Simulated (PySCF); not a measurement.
Excitation energy of Xe²⁺ by level of theory

Xe²⁺ [Kr] 4d10 5s2 5p4 (3P) → Xe²⁺ [Kr] 4d10 5s1 5p5, s spin flipped, as a difference of total energies. Calculation: PySCF 2.14, in aug-cc-pwCVTZ-DK3 with one added diffuse shell each of s, p, d, f type (11s10p8d5f1g, 125 functions); scalar relativity by spin-free X2C-1e. Correlated levels: valence: [Kr] 4d10 frozen; valence and next inner shell: [Ar] 3d10 frozen. The calculations carry no spin-orbit coupling.

```json
{"method": "UHF", "excitation energy (eV)": "16.831"}
{"method": "LDA", "excitation energy (eV)": "13.484"}
{"method": "PBE", "excitation energy (eV)": "13.560"}
{"method": "PBE0", "excitation energy (eV)": "14.370"}
{"method": "r2SCAN", "excitation energy (eV)": "14.196"}
{"method": "wB97M-V", "excitation energy (eV)": "14.509"}
{"method": "BHandHLYP", "excitation energy (eV)": "15.060"}
{"method": "wB97X", "excitation energy (eV)": "14.454"}
{"method": "MP2 (valence)", "excitation energy (eV)": "15.017"}
{"method": "SCS-MP2 (valence)", "excitation energy (eV)": "14.747"}
{"method": "MP2 (valence and next inner shell)", "excitation energy (eV)": "14.261"}
{"method": "SCS-MP2 (valence and next inner shell)", "excitation energy (eV)": "14.112"}
```

Question: How much does correlation contribute at MP2 (valence and next inner shell)?

Answer: 14.261 − (16.831) = -2.570 eV, measured against UHF.

The upper determinant mixes two multiplicities, so it lies between the two terms.
